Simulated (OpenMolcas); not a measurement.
Fe4+, Ru4+, Os4+: d⁴ down the group

| Quantity | Value |
| --- | --- |
| Program | OpenMolcas 26.06 |
| Method | MS-CASPT2, IPEA 0.25 Eh, imaginary shift 0.1 Eh |
| Basis | ANO-RCC-VQZP |
| Scalar Hamiltonian | DKH2, point nucleus |
| Spin-orbit coupling | RASSI with atomic mean-field integrals over the reference wave functions, term energies averaged over their components |

Active space for each ion: 4 electrons in 10 orbitals (d d); closed shells correlated by CASPT2: Fe4+ 3s 3p; Ru4+ 4s 4p; Os4+ 5s 5p.

Computed levels in cm-1 above ⁵D₀:

| Level | Fe4+ | Ru4+ | Os4+ |
| --- | --- | --- | --- |
| ⁵D₁ | 149 | 482 | 4390 |
| ⁵D₂ | 436 | 1291 | 8210 |
| ⁵D₃ | 849 | 2300 | 11190 |
| ⁵D₄ | 1370 | 3450 | 13200 |
| ³P₀(1) | 24560 | 16470 | 18570 |
| ³H₄ | 25280 | 17780 | 20860 |
| ³P₁(1) | 25450 | 18880 | 25100 |
| ³H₅ | 25620 | 18960 | 25970 |
| ³H₆ | 25990 | 19940 | 28350 |
| weight of ⁵D in the lowest level (%) | 100 | 97 | 64 |

Mixed levels, with the weight of the term that names them: Os4+ ⁵D₀ (64 %), Os4+ ⁵D₄ (69 %), Os4+ ³P₀(1) (51 %), Os4+ ³H₄ (57 %), Os4+ ³H₆ (75 %).

Measured, with the error of the calculation in %. Measured levels: Fe4+ from Corliss and Sugar, J. Phys. Chem. Ref. Data 11, 135 (1982); Os4+ from the list in Palmeri et al., Atoms 14, 22 (2026).

```json
{"Level": "⁵D₁", "Fe4+": "142 (+4.6)", "Os4+": "4311 (+1.9)"}
{"Level": "⁵D₂", "Fe4+": "417 (+4.6)", "Os4+": "8083 (+1.6)"}
{"Level": "⁵D₃", "Fe4+": "803 (+5.7)", "Os4+": "11018 (+1.6)"}
{"Level": "⁵D₄", "Fe4+": "1283 (+6.8)", "Os4+": "12966 (+1.8)"}
{"Level": "³P₀(1)", "Fe4+": "24055 (+2.1)", "Os4+": ""}
{"Level": "³H₄", "Fe4+": "24932 (+1.4)", "Os4+": "20374 (+2.4)"}
{"Level": "³P₁(1)", "Fe4+": "24973 (+1.9)", "Os4+": "24680 (+1.7)"}
{"Level": "³H₅", "Fe4+": "25226 (+1.6)", "Os4+": "25344 (+2.5)"}
{"Level": "³H₆", "Fe4+": "25528 (+1.8)", "Os4+": "27669 (+2.5)"}
```

The fine-structure level ⁵D₄ changes by a factor of 9.64 from Fe4+ to Os4+.

Without spin-orbit coupling ³P(1) lies 25330, 18080, 15700 cm-1 above ⁵D in that order; the difference to the level ³P₀(1), of either sign, comes from spin-orbit coupling, which also lowers the zero.

CASPT2 breaks the degeneracy within a term, and the mean is taken; among the terms shown or strongly mixed into the levels shown the widest spread is 720 cm-1 (5d⁴ ¹I, Os4+). Active for correlation alone: 4d; no level in the range computed is led by a configuration that fills it, so any true level of that kind is missing (holds for Fe4+). Active for correlation alone: 5d; no level in the range computed is led by a configuration that fills it, so any true level of that kind is missing (holds for Ru4+). Active for correlation alone: 6d; no level in the range computed is led by a configuration that fills it, so any true level of that kind is missing (holds for Os4+). The CASPT2 spread within a term exceeds the gap to the next term for 5d⁴ ³H and 5d⁴ ³P(1), 5d⁴ ¹I and 5d⁴ ³D, so the order of their levels is uncertain (holds for Os4+). Computed and measured levels are paired by configuration, term and J; levels that our copy of the source lacks, or whose pairing is in doubt (as where it misses far off the trend of its configuration), stay unpaired and out of the deviations. Only configurations of the active space appear.

A number in round brackets counts repeated terms of one configuration in the order of the reference energies.
